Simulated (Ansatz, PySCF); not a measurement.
Species: BBr, charge 1, multiplicity 2. 
Structure (B3LYP-D3(BJ)/def2-TZVP (Ansatz, a quantum-chemistry and plane-wave program) minimum search):
```
Br
B 1 1.7549
```
Charge +1, spin multiplicity 2.

Total electronic energies in hartree. Cores are frozen in the correlated levels unless marked. Open shells are spin-unrestricted. No spin-orbit coupling. Frozen are the shells of the preceding noble gas and the d and f shells that filled before the atom's block. No relativistic terms. CBS(X,Y): correlation extrapolated as X^-3; Hartree-Fock from the larger set (for Q and 5 zeta extrapolated as (X+1)exp(-9√X)).

```csv
level,program,energy (Eh)
PBE-D3(BJ)/def2-TZVPD,Ansatz + dftd3,-2598.16234
TPSS-D4/def2-TZVPD,PySCF + dftd4,-2598.50553
PBE0/STO-3G,Ansatz,-2569.91791
PBE0-D4/def2-TZVP,Ansatz + dftd4,-2598.25206
PBE0/def2-TZVPD,Ansatz,-2598.25166
BHLYP-D4/def2-TZVPD,Ansatz + dftd4,-2598.56839
PW6B95-D3(BJ)/def2-TZVPD,PySCF + dftd3,-2599.75546
PW6B95-D4/def2-TZVPD,PySCF + dftd4,-2599.75569
HSE06-D3(BJ)/def2-TZVPD,Ansatz + dftd3,-2598.25546
LC-wPBE-D3(BJ)/def2-TZVPD,Ansatz + dftd3,-2598.19608
B2PLYP/def2-TZVPD,Ansatz,-2598.14596
RI-MP2/def2-QZVPP,Ansatz,-2597.00089
CCSD/def2-TZVPP,Ansatz,-2596.95039
"CCSD(T)/CBS(aug-cc-pVTZ,aug-cc-pVQZ)",Ansatz,-2597.0448
"CCSD(T)/CBS(cc-pVQZ,cc-pV5Z)",Ansatz,-2597.0453
```

Totals of different functionals don't rank their quality; only differences between species are comparable.
